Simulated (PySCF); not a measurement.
A geometry optimisation, step by step.

Compound: C₇H₆F₄.
SMILES with atom numbers: `[CH2:1]=[CH:2]/[CH:3]=[CH:4]/[C:5](=[CH:6]\[F:7])[C:8]([F:9])([F:10])[F:11]` (hydrogens: H12, H13 on C1; H14 on C2; H15 on C3; H16 on C4; H17 on C6)

Method: PySCF 2.14.0, PBE0-D3(BJ)/def2-SVP geometry optimisation, gas phase; density fitting, grid level 1; the optimiser is geomeTRIC in internal coordinates, started from a GFN2-xTB structure. 4 of its 10 geometries are shown. The frame can shift and turn from step to step; on so coarse a grid that alone can change the energy by a few meV, and forces under 0.02 eV/Å are noise.

Step 0: E = -18190.5991 eV, largest atomic force 0.786 eV/Å
```
atom  x, y, z in Å  |  force x, y, z in eV/Å
C1      1.478   -2.976    0.704    0.053  -0.100   0.090
C2      0.988   -1.808    1.114   -0.114   0.192  -0.177
C3      0.418   -0.836    0.220    0.057  -0.031   0.296
C4     -0.073    0.340    0.646   -0.137   0.232  -0.190
C5     -0.660    1.366   -0.185   -0.004  -0.126  -0.497
C6     -1.137    2.522    0.296    0.115  -0.041   0.717
F7     -1.096    2.802    1.598    0.023  -0.139  -0.357
C8     -0.747    1.136   -1.669   -0.128   0.049  -0.774
F9      0.458    0.953   -2.232   -0.101  -0.005   0.319
F10    -1.477    0.051   -1.979    0.146   0.109   0.301
F11    -1.311    2.162   -2.325    0.016   0.047   0.301
H12     1.900   -3.689    1.391    0.234  -0.385   0.420
H13     1.471   -3.255   -0.337   -0.026  -0.120  -0.614
H14     1.004   -1.546    2.164    0.034   0.070   0.517
H15     0.405   -1.104   -0.827   -0.043  -0.052  -0.488
H16    -0.046    0.580    1.700    0.045   0.028   0.452
H17    -1.582    3.315   -0.286   -0.170   0.272  -0.316
```

Step 3: E = -18190.6466 eV, largest atomic force 0.229 eV/Å
```
atom  x, y, z in Å  |  force x, y, z in eV/Å
C1      1.463   -3.037    0.708   -0.021   0.034   0.015
C2      1.022   -1.828    1.089   -0.003  -0.024  -0.043
C3      0.421   -0.866    0.189   -0.075   0.068  -0.036
C4     -0.012    0.347    0.597    0.017   0.027   0.102
C5     -0.626    1.390   -0.205   -0.049  -0.150  -0.165
C6     -0.954    2.587    0.310   -0.029  -0.128   0.104
F7     -0.734    2.859    1.585   -0.002   0.103  -0.006
C8     -0.929    1.150   -1.658    0.052   0.008  -0.160
F9      0.186    0.909   -2.357    0.070  -0.060   0.038
F10    -1.731    0.096   -1.835    0.032   0.005   0.107
F11    -1.525    2.198   -2.236   -0.055   0.070   0.071
H12     1.911   -3.732    1.421    0.004  -0.007   0.005
H13     1.385   -3.367   -0.332    0.006   0.002  -0.013
H14     1.110   -1.529    2.140    0.011   0.012   0.010
H15     0.325   -1.167   -0.858    0.007   0.005  -0.041
H16     0.103    0.605    1.653    0.028   0.015   0.022
H17    -1.425    3.403   -0.241    0.007   0.021  -0.011
```

Step 6: E = -18190.6517 eV, largest atomic force 0.033 eV/Å
```
atom  x, y, z in Å  |  force x, y, z in eV/Å
C1      1.450   -3.035    0.684    0.003  -0.005   0.004
C2      1.030   -1.824    1.081    0.003   0.004  -0.004
C3      0.418   -0.853    0.200   -0.012  -0.002  -0.001
C4     -0.002    0.360    0.619    0.000   0.014   0.003
C5     -0.628    1.387   -0.192   -0.005  -0.002   0.003
C6     -0.979    2.584    0.309   -0.016   0.000   0.002
F7     -0.768    2.893    1.577    0.007  -0.017  -0.006
C8     -0.911    1.134   -1.647    0.021   0.005  -0.025
F9      0.214    0.900   -2.331    0.010  -0.001   0.008
F10    -1.697    0.066   -1.816   -0.013  -0.007   0.013
F11    -1.519    2.170   -2.232   -0.006   0.010   0.008
H12     1.907   -3.739    1.382    0.002  -0.002  -0.003
H13     1.349   -3.356   -0.358   -0.001   0.001   0.002
H14     1.145   -1.531    2.132    0.001  -0.001  -0.003
H15     0.303   -1.147   -0.848   -0.001   0.001   0.001
H16     0.130    0.626    1.672    0.007   0.004   0.000
H17    -1.453    3.384   -0.261   -0.001  -0.003  -0.003
```

Step 9: E = -18190.6520 eV, largest atomic force 0.023 eV/Å
```
atom  x, y, z in Å  |  force x, y, z in eV/Å
C1      1.449   -3.035    0.679    0.010  -0.005   0.015
C2      1.053   -1.815    1.073   -0.004  -0.006  -0.022
C3      0.414   -0.855    0.198    0.002   0.013   0.013
C4      0.012    0.365    0.615   -0.003   0.009  -0.001
C5     -0.635    1.384   -0.189    0.004   0.006  -0.018
C6     -1.011    2.569    0.321    0.003  -0.013   0.010
F7     -0.810    2.865    1.594   -0.004   0.008   0.005
C8     -0.902    1.140   -1.648    0.006   0.002   0.000
F9      0.230    0.922   -2.323   -0.006   0.003   0.002
F10    -1.677    0.067   -1.831   -0.011  -0.008  -0.004
F11    -1.516    2.176   -2.229    0.003  -0.001  -0.002
H12     1.927   -3.732    1.372    0.002  -0.005  -0.004
H13     1.305   -3.373   -0.352    0.001   0.002   0.002
H14     1.210   -1.505    2.113   -0.002  -0.002  -0.003
H15     0.263   -1.163   -0.841   -0.001  -0.001   0.004
H16     0.176    0.642    1.661   -0.001  -0.001   0.000
H17    -1.497    3.367   -0.242    0.000  -0.001   0.002
```

Q: Summarise the path.

A: The energy falls by 0.0529 eV from step 0 to step 9; nine tenths of that is first reached at step 4. It never rises by more than 0.2 meV. The largest force goes from 0.786 to 0.023 eV/Å. Among the bonds C1–H13 changes most (a near tie, within 0.001 Å, with another), from 1.078 to 1.094 Å; the atoms move by 0.038 Å rms after alignment.

Q: Follow the three bonds and two angles with the largest change from start to end.

A: 
```tsv
step	E above end (eV)	largest force (eV/Å)	C1–H13 (Å)	C1–H12 (Å)	C2–H14 (Å)	C4–C5–C8 (°)	C4–C5–C6 (°)
0	0.0529	0.786	1.078	1.076	1.082	118.8	123.5
1	0.0117	0.461	1.095	1.093	1.098	120.7	121.8
2	0.0078	0.173	1.094	1.092	1.097	119.8	123.0
3	0.0054	0.229	1.094	1.092	1.096	120.3	122.1
4	0.0014	0.111	1.094	1.092	1.096	120.5	121.8
5	0.0010	0.078	1.094	1.092	1.096	120.1	122.5
6	0.0003	0.033	1.094	1.092	1.097	120.2	122.3
7	0.0000	0.032	1.094	1.092	1.096	120.3	122.1
8	0.0000	0.035	1.094	1.092	1.096	120.3	122.2
9	0.0000	0.023	1.094	1.092	1.096	120.2	122.3
```

The cost below is that of the whole optimisation. Rough CPU time on one thread of a shared machine: about 7 min.
